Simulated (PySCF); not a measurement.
C₃H₁₀AlBO₂, SMILES [CH3][Al]([CH2]B(O)O)[CH3] (GFN2-xTB optimised geometry):

```
17

B      0.401     0.201     0.163
O      0.364    -1.184     0.000
O      1.609     0.729     0.461
C     -1.048     0.776     0.000
Al    -1.646    -1.184     0.000
C     -2.053    -2.060     1.750
C     -2.088    -1.960    -1.788
H      1.189    -1.675     0.043
H      1.646     1.675     0.591
H     -1.310     1.563     0.708
H     -1.177     1.219    -0.993
H     -1.642    -3.072     1.835
H     -1.695    -1.507     2.625
H     -3.133    -2.171     1.879
H     -1.772    -3.003    -1.897
H     -1.665    -1.419    -2.641
H     -3.172    -1.966    -1.938
```

Computed with PySCF 2.14.0 with PBE0/def2-SVP.

What are the frontier orbital energies and the dipole moment?

HOMO-2 -8.90 eV, HOMO-1 -7.02 eV, HOMO -6.62 eV, LUMO 0.97 eV, LUMO+1 1.11 eV; dipole moment 3.17 D.

On the same geometry PBE/def2-SVP (PySCF) gives HOMO-2 -7.41 eV, HOMO-1 -5.69 eV, HOMO -5.33 eV, LUMO 0.03 eV, LUMO+1 0.13 eV; dipole moment 3.22 D.

Meta-Löwdin charges at PBE0/def2-SVP: B1 0.42, O2 -0.46, O3 -0.48, C4 -0.61, Al5 0.79, C6 -0.61, C7 -0.61, H8 0.36, H9 0.35, H10 0.11, H11 0.12, H12 0.10, H13 0.10, H14 0.10, H15 0.10, H16 0.10, H17 0.10.
